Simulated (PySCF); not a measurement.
# `C=C1C[Si@@H](P)C1=O`, C₄H₇OPSi

Geometry:
```csv
atom,x (Å),y (Å),z (Å)
C1,-2.488,0.615,-0.406
C2,-1.249,0.199,-0.187
C3,-0.159,-0.188,-1.154
Si4,1.032,-0.663,0.285
P5,2.822,0.674,0.436
C6,-0.605,-0.027,1.129
O7,-1.035,0.147,2.240
H8,-2.890,0.738,-1.399
H9,-3.141,0.843,0.421
H10,0.153,0.653,-1.772
H11,-0.470,-0.983,-1.830
H12,1.258,-2.109,0.423
H13,3.049,0.395,1.774
H14,3.722,-0.294,0.019
```

Method used: GIAO PBE0/pcSseg-1 magnetisability, rotational g tensor and spin-rotation constants, non-relativistic, gas phase (PySCF). Geometry: GFN2-xTB.

Question: Give the nuclear spin-rotation constants along the inertial axes (H = +C I·J) beside the isotropic shieldings.

Answer: Rotational constants 3.2618, 1.1072, 0.9452 GHz. A star marks the isotopologue with that one atom substituted, in its own axes.
```
atom  isotope  Caa (kHz)  Cbb (kHz)  Ccc (kHz)  mean (kHz)  σ (ppm)
  P5      31P      2.767      0.760      0.890       1.472    626.8
  H8       1H     -0.231      0.050     -0.104      -0.095     26.5
  H9       1H     -0.087      0.017     -0.099      -0.057     25.6
 H10       1H     -0.336     -0.052     -0.035      -0.141     29.5
 H11       1H     -0.332     -0.031     -0.052      -0.138     29.3
 H12       1H     -0.267     -0.108      0.054      -0.107     26.0
 H13       1H     -0.332     -0.003     -0.103      -0.146     30.3
 H14       1H     -0.167     -0.119     -0.051      -0.112     30.3
  C1     13C*      1.048      0.462      0.137       0.549     67.0
  C2     13C*      1.113      0.556      0.228       0.632     24.4
  C3     13C*      0.417      0.191      0.125       0.244    167.1
 Si4    29Si*     -2.090     -0.568     -0.684      -1.114    356.0
  C6     13C*      1.608      0.671      0.282       0.853    -44.4
  O7     17O*     -1.983     -1.577     -0.133      -1.231   -489.8
```
For the geometry as given, no vibrational averaging.

Question: How do the rotational constants and the g tensor change when H8, H9, H10, H11, H12, H13, H14 are replaced by deuterium?

Answer: Constants 2.8691, 0.9947, 0.8532 GHz; g -0.0458, -0.0192, -0.0088, against -0.0510, -0.0215, -0.0098 before.
